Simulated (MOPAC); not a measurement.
MOPAC input (PM3):

```
PM3 FORCE THERMO(298,298) PRECISE LET GEO-OK AUX(PRECISION=9) THREADS=1
Cl2Si

Si   -0.01571304 1    0.01652227 1    0.89340146 1
Cl    1.01496554 1    1.17402101 1   -0.37054020 1
Cl   -1.00207570 1   -1.18757468 1   -0.36234112 1
```

Which zero-point energy does it print?

1.33 kcal/mol, from the harmonic wavenumbers of PM3.
